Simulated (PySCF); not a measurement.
C2H8N2Si2, SMILES CC1[Si@H](N)[SiH2]N=1.

Coordinates come from a PBE0-D3(BJ)/def2-SVP optimisation. The structure was generated by enumeration; whether it is a known compound was not checked. The values are those of a single conformer.

Two levels are set side by side: TDDFT-PBE/def2-SVPD (PySCF) and TDDFT-LC-ωPBE/def2-SVPD (PySCF). Vertical, same geometry. The lowest singlet is HOMO→LUMO 99 % with PBE and HOMO→LUMO 67 %, HOMO→LUMO+1 17 % with the other functional; states are paired by order. Differences are taken from unrounded values.

| quantity | TDDFT-LC-ωPBE | TDDFT-PBE | TDDFT-PBE minus TDDFT-LC-ωPBE |
|---|---|---|---|
| lowest singlet excitation (eV) | 3.94 | 3.63 | -0.31 |
| lowest triplet excitation (TDA) (eV) | 3.18 | 2.96 | -0.22 |

Functionals without exact exchange tend to place singlet excitations lower, as here. Differences between two approximate levels are no errors against the true value.

Rough cost on one machine, each run with all the roots and properties that it gave: TDDFT-LC-ωPBE against TDDFT-PBE about 10 times.
